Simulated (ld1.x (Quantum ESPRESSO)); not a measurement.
## Dy: excitation energies, all-electron against TM

| Property | Result |
| --- | --- |
| Element | Dy |
| Generator | ld1.x (Quantum ESPRESSO) 7.5 |
| Type | norm-conserving Troullier–Martins (Kleinman–Bylander form) |
| Functional | revPBE |
| Relativity | scalar-relativistic |
| Frozen core | [Kr] 4d10 5s2 |
| Valence charge | 18 |
| Reference configuration | 4f10 5p6 5d0 6s2 6p0 |
| Partial waves | 6s (bound): rc 2.85 bohr; 5p (bound): rc 2.45 bohr; 5d (bound, empty): rc 2.45 bohr; 4f (bound): rc 0.80 bohr |
| Local potential | the f channel |
| Core correction | Bessel-smoothed model core, default radius (core density twice the valence density) |

Energies are relative to the spin-unpolarised reference configuration 4f10 5p6 5d0 6s2 6p0; without spin polarisation the order of configurations can differ from experiment. Not all tests gave a result: 2 of 7 tests not solved or not reliable. Left out of the table: 4f9 5p6 5d0 6s2 6p0 (solver errors, printed error -12.2 eV); 4f9 5p6 5d1 6s2 6p0 (solver errors, printed error -2762 eV).

```tsv
valence configuration	charge	ΔE all-electron (eV)	error AE − PS (meV)
4f10 5p6 5d0 6s1 6p0	+1	6.150	-4.6
4f9 5p6 5d0 6s0 6p0	+3	43.280	+182
4f10 5p6 5d0 6s1.5 6p0	+0.5	2.447	-1.3
```

(1) What are ΔE and the potential's error for 4f10 5p6 5d0 6s0 6p0?

(2) What are ΔE and the potential's error for 4f10 5p6 5d1 6s1 6p0?

Levels in the configuration 4f10 5p6 5d0 6s0 6p0:

```json
{"level": "4f", "all-electron (eV)": "-17.004", "pseudo (eV)": "-16.822"}
{"level": "5p", "all-electron (eV)": "-39.338", "pseudo (eV)": "-39.264"}
```

Note: ghost states, extra bound levels that the all-electron valence spectrum of the same l lacks: s at -1533.7 eV, p at -768.4 eV, s at -434.0 eV, d at -355.3 eV, s at -24.9 eV. A true bound ghost makes a file unfit for plane-wave use.

Answers

(1) ΔE = 17.692 eV all-electron; the error (AE − PS) is -20 meV.

(2) ΔE = 2.619 eV all-electron; the error (AE − PS) is -8.8 meV.
